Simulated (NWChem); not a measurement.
System: CdSiH$_{3}$OCl; SMILES [SiH3][O][Cd][Cl]

Input file for NWChem:

```
start job
memory heap 200 mb stack 900 mb global 1100 mb
geometry units angstroms noautoz
  Cd     0.418599    -0.474688     0.011577
  Cl    -0.139681    -2.673990    -0.015543
  O      0.988572     1.395924     0.037510
  Si     0.262389     2.873912    -0.009778
  H     -0.548812     3.062110    -1.259345
  H      1.308963     3.940010     0.034994
  H     -0.669776     3.079569     1.149309
end
basis spherical
  * library def2-svp
end
ecp
  Cd library def2-ecp
end
dft
  xc xpbe96 cpbe96
  iterations 150
  vectors input atomic output neutral.movecs
end
task dft energy
charge 1
dft
  odft
  mult 2
  vectors input atomic output cation.movecs
end
task dft energy
```

All runs use the structure optimised with PBE0/def2-SVP. No frequency run checked for a minimum. def2 effective core potentials on Cd; no spin-orbit coupling.

Ions are spin-unrestricted doublets at the neutral geometry; other ion states weren't tried.

**Question.** Give the results of this calculation. (PBE/def2-SVP with def2 effective core potentials on Cd, vertical spin-unrestricted ions.) Quantities: vertical ionisation energy, ΔSCF (eV); −ε(HOMO) (eV).

**Answer.** 
```json
{
 "vertical ionisation energy, ΔSCF (eV)": "9.59",
 "−ε(HOMO) (eV)": "6.70"
}
```
